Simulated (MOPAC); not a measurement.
MOPAC input (AM1):

```
AM1 FORCE THERMO(298,298) PRECISE LET GEO-OK AUX(PRECISION=9) THREADS=1
HgI2

Hg   -0.00000000 1    0.00000000 1    0.00000000 1
I     0.00000000 1   -0.00000000 1   -2.49569287 1
I     0.00000000 1    0.00000000 1    2.49569287 1
```

Output:

```
 *******************************************************************************
 **                                                                           **
 **                              MOPAC v23.2.5                                **
 **                                                                           **
 *******************************************************************************
 ** MOPAC's Digital Object Identifier: https://doi.org/10.5281/zenodo.6511958 **
 **                                                                           **
 ** Please cite the open-source release paper for use of this MOPAC version:  **
 ** J. E. Moussa and J. J. P. Stewart (2026)                                  **
 ** MOPAC: An open-source semiempirical molecular orbital program             **
 ** J. Open Source Softw., 11(119), 8025, https://doi.org/10.21105/joss.08025 **
 *******************************************************************************

                              AM1 CALCULATION RESULTS

 *******************************************************************************
 *  AM1        - The AM1 Hamiltonian to be used
 *  GEO-OK     - OVERRIDE INTERATOMIC DISTANCE AND OTHER SAFETY CHECKS
 *  LET        - OVERRIDE SOME SAFETY CHECKS
 *  PRECISE    - TIGHTER CRITERIA TO BE USED
 *  FORCE      - FORCE CALCULATION SPECIFIED
 *  AUX        - OUTPUT AUXILIARY INFORMATION
 *  THERMO     - THERMODYNAMIC QUANTITIES TO BE CALCULATED
 *******************************************************************************
AM1 FORCE THERMO(298,298) PRECISE LET GEO-OK AUX(PRECISION=9) THREADS=1
 HgI2

   ATOM   CHEMICAL          X               Y               Z
  NUMBER   SYMBOL      (ANGSTROMS)     (ANGSTROMS)     (ANGSTROMS)

     1      Hg         -0.00000000  *   0.00000000  *   0.00000000  *
     2       I          0.00000000  *  -0.00000000  *  -2.49569287  *
     3       I          0.00000000  *   0.00000000  *   2.49569287  *

          CARTESIAN COORDINATES

    NO.       ATOM           X           Y           Z

     1        Hg         -0.0000      0.0000      0.0000
     2         I          0.0000     -0.0000     -2.4957
     3         I          0.0000      0.0000      2.4957

  I: (AM1): M.J.S. DEWAR AND E. G. ZOEBISCH, THEOCHEM, 180, 1 (1988).
 Hg: (AM1): M.J.S.Dewar and C.Jie, Organometallics 8, 1547, (1989)

           Empirical Formula: Hg I2  =     3 atoms

      MOLECULAR POINT GROUP   :   D*h

      RHF CALCULATION, NO. OF DOUBLY OCCUPIED LEVELS = 8

          HEAT OF FORMATION =      19.098566 KCALS/MOLE

          CARTESIAN COORDINATE DERIVATIVES

   NUMBER  ATOM         X            Y            Z

     1      Hg     -0.000000     0.000000     0.000000
     2       I      0.002422     0.000000     0.000000
     3       I     -0.002422     0.000000     0.000000

 DIPOLE           X         Y         Z       TOTAL
 POINT-CHG.    -0.000    -0.000     0.000     0.000
 HYBRID         0.000    -0.000     0.000     0.000
 SUM           -0.000    -0.000     0.000     0.000

          GRADIENT NORM =   0.00343

          MOLECULAR WEIGHT =  454.40

          ROTATIONAL CONSTANTS IN CM(-1)

          A =    0.00000000   B =    0.01066368   C =    0.01066368

           PRINCIPAL MOMENTS OF INERTIA IN UNITS OF 10**(-40)*GRAM-CM**2

          A =        0.0000   B =     2625.0549   C =     2625.0549

          ORIENTATION OF MOLECULE IN FORCE CALCULATION

    NO.       ATOM         X         Y         Z

     1         Hg       0.0000   -0.0000    0.0000
     2          I       2.4957   -0.0000    0.0000
     3          I      -2.4957    0.0000   -0.0000

    FIRST DERIVATIVES WILL BE USED IN THE CALCULATION OF SECOND DERIVATIVES

    FOR POINT-GROUP D*h  THERE ARE 120 UNIQUE SYMMETRY FUNCTIONS.


(To convert to Hartree/Bohr^2, multiply by (10^(-21) x N x a0^2)/(4.184 x 627.51) =  0.0642)

           FORCE MATRIX IN MILLIDYNES/ANGSTROM

                 Hg  1       I  2       I  3
 ------------------------------------------
    Hg    1   3.332922
     I    2   1.666453   1.688088
     I    3   1.666466   0.045741   1.688088

          HEAT OF FORMATION =      19.098566 KCALS/MOLE

          ZERO POINT ENERGY       0.655 KCAL/MOL

           NORMAL COORDINATE ANALYSIS (Total motion = 1 Angstrom)

   Root No.       1         2         3         4

                 1 Piu     1 Piu     1 Sig     1 Siu

                  41.3      41.3     151.3     224.6

           1    0.0000   -0.0000   -0.0000    0.3875
           2    0.3875    0.0031    0.0000   -0.0000
           3   -0.0031    0.3875    0.0000    0.0000
           4   -0.0000    0.0000    0.5000   -0.3062
           5   -0.3062   -0.0025   -0.0000    0.0000
           6    0.0025   -0.3062    0.0000   -0.0000
           7   -0.0000    0.0000   -0.5000   -0.3062
           8   -0.3062   -0.0025   -0.0000    0.0000
           9    0.0025   -0.3062   -0.0000   -0.0000

           MASS-WEIGHTED COORDINATE ANALYSIS (NORMAL COORDINATES)

   Root No.       1         2         3         4

                 1 Piu     1 Piu     1 Sig     1 Siu

                  41.3      41.3     151.3     224.6

           1    0.0000   -0.0000   -0.0000    0.7474
           2    0.7473    0.0060    0.0000   -0.0000
           3   -0.0060    0.7473    0.0000    0.0000
           4   -0.0000    0.0000    0.7071   -0.4698
           5   -0.4698   -0.0038   -0.0000    0.0000
           6    0.0038   -0.4698    0.0000   -0.0000
           7   -0.0000    0.0000   -0.7071   -0.4698
           8   -0.4698   -0.0038   -0.0000    0.0000
           9    0.0038   -0.4698   -0.0000   -0.0000

          DESCRIPTION OF VIBRATIONS

 VIBRATION          2    1Piu        ATOM PAIR     ENERGY CONTRIBUTION    RADIAL
 FREQUENCY            41.29         Hg1 -- I 2         +50.0% ( 78.0%)      0.0%
 TRANSITION DIPOLE   2.4002         Hg1 -- I 3         +50.0% ( 78.0%)      0.0%
 TRAVEL (Ang.)       0.1476
 REDUCED MASS       74.9468
 EFFECTIVE MASS    165.9917
 FORCE CONSTANT      0.0753

 VIBRATION          3    1Sig        ATOM PAIR     ENERGY CONTRIBUTION    RADIAL
 FREQUENCY           151.26         Hg1 -- I 2         +50.0% ( 70.2%)    100.0%
 TRANSITION DIPOLE   0.0000         Hg1 -- I 3         +50.0% ( 70.2%)    100.0%
 TRAVEL (Ang.)       0.0838
 REDUCED MASS       63.4522
 EFFECTIVE MASS    126.9045
 FORCE CONSTANT      0.8553

 VIBRATION          4    1Siu        ATOM PAIR     ENERGY CONTRIBUTION    RADIAL
 FREQUENCY           224.57         Hg1 -- I 3         +50.0% ( 81.1%)    100.0%
 TRANSITION DIPOLE   2.7765         Hg1 -- I 2         +50.0% ( 81.1%)    100.0%
 TRAVEL (Ang.)       0.0633
 REDUCED MASS       74.9468
 EFFECTIVE MASS    165.9918
 FORCE CONSTANT      2.2269

      SYMMETRY NUMBER FOR POINT-GROUP D*h =  2

          SYSTEM IS A GROUND STATE

 HgI2

          MOLECULE IS LINEAR

          THERE ARE  4 GENUINE VIBRATIONS IN THIS SYSTEM
          THIS THERMODYNAMICS CALCULATION IS LIMITED TO
          MOLECULES WHICH HAVE NO INTERNAL ROTATIONS

                    CALCULATED THERMODYNAMIC PROPERTIES
                                          *
   TEMP. (K)   PARTITION FUNCTION   H.O.F.    ENTHALPY  HEAT CAPACITY ENTROPY
                                   KCAL/MOL   CAL/MOLE    CAL/K/MOL  CAL/K/MOL

 298.00  VIB.     0.8925D+02                  1800.3363     7.6659    14.9669
         ROT.     0.9711D+04                   592.1869     1.9872    20.2319
         INT.     0.8668D+06                  2392.5232     9.6531    35.1987
         TRA.     0.9364D+28                  1480.4672     4.9680    44.2282
         TOT.                       19.099    3872.9904    14.6211    79.4269

   *: NOTE: HEATS OF FORMATION ARE RELATIVE TO THE
            ELEMENTS IN THEIR STANDARD STATE AT 298K
              (=  Standard Enthalpy of Formation).

            Hvib:  Zero-point energy is not included.
                   frequencies of less than zero cm-1 are not included.
            Hrot = (3/2)RT
            Htra = (3/2)RT + pV = (5/2)RT

            Heat capacity is Cp, not Cv

          For more information, see: HTTP://OpenMOPAC.net/Manual/thermochemistry.html

           FORCE CONSTANT IN CARTESIAN COORDINATES (Millidynes/A)

    ATOM   CHEMICAL       X               Y               Z
   NUMBER   SYMBOL  FORCE CONSTANT  FORCE CONSTANT  FORCE CONSTANT

      1      Hg        3.329117        0.112542        0.112542
      2       I        1.687625        0.028341        0.028341
      3       I        1.687625        0.028341        0.028341

 **********************
 *                    *
 * JOB ENDED NORMALLY *
 *                    *
 **********************

 == MOPAC DONE ==
```
